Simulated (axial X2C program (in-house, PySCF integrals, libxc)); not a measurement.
**What spin–orbit coupling does to LiFe⁻**

Calculated with an axial X2C code built on PySCF integrals. Spin-free means the one-electron spin-free X2C Hamiltonian; two-component (2c) means X2C with spin–orbit coupling and atomic mean-field two-electron Coulomb and Gaunt terms, so the difference of the two also holds small scalar two-electron terms. Basis: Fe dyall-acv3z [10s11p7d4f2g], Li dyall-av3z [9s9p3d] (cores contracted in-house); Gaussian nuclei, density fitting, unrestricted open shells. Masses: Fe 55.935 u, Li 7.016 u.

Spin-free state: M_S = 2, Λ = 2 (beyond evenly filled blocks: σα, π+α, π-α, δ+α, δ+β, δ-α); fragments Fe + Li-.

| level | Re (Å) | ωe (cm⁻¹) | De (eV) | μ (D) |
| --- | --- | --- | --- | --- |
| PBE0 | 2.754 | 227.3 | 0.668 | -8.81 |

Dipoles are positive if Li is the positive end and refer to the centre of mass.

Two-component determinant lowest at the distance of the search:

Ω = 4 (⟨Sz⟩ = 2.00, ⟨Lz⟩ = 2.00 at PBE0); fragments Fe + Li-.

```csv
level,Re (Å),ωe (cm⁻¹),μ (D)
PBE0,2.755,227.0,-8.82
```

Q: From the two tables, how do the constants change at the PBE0 level (2c against spin-free)?

A: At the PBE0 level Re is unchanged within 0.001 Å and ωe goes down by 0.3 cm⁻¹.

The state is one determinant whose occupation by symmetry is held fixed; it was picked as the lowest of a PBE0 search that is not exhaustive. De is counted from the lowest determinant-based energies of the atoms at the same level, without counterpoise correction. De is not given where an atomic determinant may have missed its ground term or J level, or where the truncated virtual space spoils (T). Density functionals use the spin component along the axis (collinear). PBE0 can misorder states that lie within some tenths of an eV, so this need not be the ground state of the molecule. The nearest other spin-free determinant of the search, M_S = 1, Λ = 2, lies 0.08 eV up at the distance of the search. Without a current term, density functionals place determinants with orbital angular momentum somewhat too high. The atomic limit has a lower orbital projection than the molecule and lies lower at mean-field level, so De may be about a tenth of an eV too small. With several unpaired electrons one determinant need not be a pure state. A state of lower Ω lies just above, and one determinant can place such states too high, so the state shown need not be the lowest. The search has Ω = 3 only 0.08 eV up. Open-shell Ω = 0 determinants with evenly filled partner blocks cannot be reached by this program, so the Ω shown need not be the lowest component. The highest occupied level of some functionals is positive through self-interaction error; at Hartree–Fock it is bound. The determinant is spin-polarised beyond a pure state at some levels (its spin-free form has ⟨S²⟩ too high), which makes Re and μ there less reliable.
